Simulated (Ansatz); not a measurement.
| atom | x (Å) | y (Å) | z (Å) |
| --- | --- | --- | --- |
| Nb | 0.0000 | 0.0000 | 4.6552 |
| O | 0.0000 | 0.0000 | 0.0000 |
| Cu | 0.0000 | 3.7658 | -1.3707 |

Basis set: pcseg-2 on O, Cu; def2-TZVPP on Nb (spherical functions, with the set's core potentials past Kr). Some runs use density fitting. Charge 0, multiplicity 3.

Computed with Ansatz (development build ahead of 0.2.0); each method stands on the lowest determinant of its kind that the runs found.

**Question.** Give the atomization energy at this shape (free ground-state atoms in the same class of orbitals less the molecule, no zero-point energy) of triplet CuNbO by PBE (unrestricted), PBE0 (unrestricted).

**Answer.**

| method | atomization energy |
| --- | --- |
| PBE (unrestricted) | 0.57 eV |
| PBE0 (unrestricted) | 0.13 eV |

Caution: charge can spread falsely over distant fragments; other spin multiplicities were not run; the shape is not the minimum; the unrestricted determinant is a mixture of spin states.
